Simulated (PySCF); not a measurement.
[WO3(OH)]− at several levels of theory

Computed with PySCF 2.14.0 (density fitting, no spin-orbit coupling) at the geometry relaxed with TPSS:

```xyz
6
[WO3(OH)]− (singlet)
W     0.0000   -0.0220   -0.0443
O     1.4380    0.0203   -1.0752
O     0.0000    1.3558    1.0643
O    -1.4380    0.0203   -1.0752
O     0.0000   -1.6852    1.0067
H     0.0000   -2.4943    0.4652
```

```tsv
level	basis	state	HOMO (eV)	gap (eV)	charge on W1 (e)	dipole about the centre of mass (D)	largest force component (eV/Å)
TPSS	W def2-SVP with ECP60, O def2-SVP, H def2-SVP	singlet	-1.19	4.88	0.81	3.24	0.01
BP86	the same	singlet	-1.19	4.75	0.68	3.21	0.09
CAM-B3LYP	the same	singlet	-4.12	9.09	0.87	3.37	1.05
PBE	the same	singlet	-1.08	4.59	0.66	3.20	0.04
TPSS	W def2-TZVP with ECP60, O def2-TZVP, H def2-TZVP	singlet	-1.43	4.84	1.31	3.20	0.23
TPSS	W x2c-SVPall, O x2c-SVPall, H x2c-SVPall	singlet	-1.37	4.76	0.66	3.12	0.82
```

Charges are Mulliken's, which hang on the basis. The relaxation used the grid (50, 194), these runs (75, 302) or, all-electron (x2c bases, spin-free X2C Hamiltonian), (99, 590).

Question: What does M06-L with W def2-SVP with ECP60, O def2-SVP, H def2-SVP give here?

Answer: state singlet, HOMO (eV) -1.38, gap (eV) 5.27, charge on W1 (e) 1.10, dipole about the centre of mass (D) 3.26, largest force component (eV/Å) 0.51. Time: 6.2 s on 2 threads of Arm Neoverse V1, on a shared host, from an already converged density.

In the first row's basis the gap widens with exact exchange: 4.6 to 5.3 eV for PBE, BP86, TPSS, M06-L (none); 9.1 eV for CAM-B3LYP (rising or full at long range).

No frequency check is given that shows the relaxed geometry to be a minimum.
